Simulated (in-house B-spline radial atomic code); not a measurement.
Radial electron density of Yb39+, [Ar] 3d10 4s2 4p1. Method: Dirac-Kohn-Sham BHandHLYP, spherical fractional occupations, Fermi nucleus of rms radius 5.3108 fm. Calculated with a B-spline radial code for spherical atoms.

Caution: exact exchange at fractional occupations of open shells leaves self-interaction of up to several eV.

Columns: r (bohr), 4πr²n(r) (electrons per bohr), bar.

```
0.000594    2.644 #
0.000714    3.573 #
0.000857      4.8 ##
 0.00103    6.432 ##
 0.00124    8.598 ###
 0.00148    11.27 ####
 0.00178    14.85 #####
 0.00214    19.38 #######
 0.00257    25.01 #########
 0.00309    31.92 ###########
 0.00371    40.07 ##############
 0.00445    49.39 ##################
 0.00535    59.79 #####################
 0.00642    70.48 #########################
 0.00771    80.78 #############################
 0.00926    89.52 ################################
  0.0111    95.42 ##################################
  0.0134    97.67 ###################################
   0.016    95.98 ##################################
  0.0193    91.35 ################################
  0.0231    86.73 ###############################
  0.0278    85.46 ##############################
  0.0333    90.51 ################################
    0.04    102.1 ####################################
  0.0481    115.9 #########################################
  0.0577    124.1 ############################################
  0.0693    120.7 ###########################################
  0.0833      107 ######################################
     0.1    93.36 #################################
    0.12    91.07 ################################
   0.144    100.1 ####################################
   0.173    106.1 ######################################
   0.208    93.59 #################################
    0.25    64.56 #######################
     0.3    36.37 #############
    0.36    20.39 #######
   0.433     13.2 #####
   0.519    7.801 ###
   0.624    3.093 #
   0.749   0.7278 
     0.9  0.09154 
    1.08  0.00578 
     1.3 0.0001394 
    1.56 1.334e-06
```

On this grid the curve has 3 maxima, near 0.0134, 0.0577, 0.173 bohr.

The 4s1/2 radial function P(r) = rR(r), positive near the nucleus, with its small component Q(r) (sign convention: Q ≈ (P' + κP/r)/2c):

```csv
r (bohr),P,Q
0.000286,0.05548,-0.01442
0.000412,0.07539,-0.02023
0.000594,0.1019,-0.0279
0.000857,0.137,-0.03803
0.00124,0.1826,-0.05141
0.00178,0.2386,-0.06827
0.00257,0.3068,-0.08972
0.00371,0.3821,-0.1155
0.00535,0.4531,-0.1442
0.00771,0.4965,-0.1721
0.0111,0.4731,-0.192
0.016,0.3299,-0.1923
0.0231,0.02401,-0.1588
0.0333,-0.4061,-0.08392
0.0481,-0.755,0.01875
0.0693,-0.637,0.09923
0.1,0.1679,0.09656
0.144,1.062,0.007521
0.208,0.7348,-0.07046
0.3,-0.9494,-0.04577
0.433,-1.851,0.01899
0.624,-0.9813,0.02447
0.9,-0.1592,0.005034
1.3,-0.005511,0.0001994
```
